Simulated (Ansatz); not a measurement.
`F[CH]([SiH3])[AlH][SiH3]` + `[SiH3]OCS` → `[SiH3]OCS[SiH3]` + `F[CH]([AlH2])[SiH3]`  (cleavage of the Si–Al bond)

Gas-phase electronic energies from Ansatz, PBE0-D4/def2-TZVP geometries. CBS: MP2 limit from def2 TZ/QZ plus the TZ coupled-cluster correction, frozen cores. DFT in def2-TZVPP. Each species was taken in one conformer, which may not be the lowest.

| level | ΔE (kJ/mol) |
| --- | --- |
| r2SCAN-D4 | -43.9 |
| B2PLYP | -47.7 |
| CCSD/def2-TZVPP | -44.0 |
| MP2/CBS(def2) | -59.0 |

Question: What does CCSD(T)/CBS give? (Best estimate.)

Answer: Ansatz gave: -47.3 kJ/mol. The listed levels differ from it by 3.4, -0.4, 3.3, -11.7 kJ/mol.

Largest T1 diagnostic among the species: 0.013.

The D4 term adds −4.9 kJ/mol with B3LYP and −2.4 kJ/mol with PBE0; it sums over pairs of atoms, weighted by their polarisabilities, and B3LYP, whose exchange is more repulsive, gets the larger term. From PBE to PBE0 (25 % exact exchange), in def2-TZVPP and without D4, ΔE moves by −4.4 kJ/mol.

B3LYP here is the variant with VWN-RPA as its local correlation; programs differ in this.
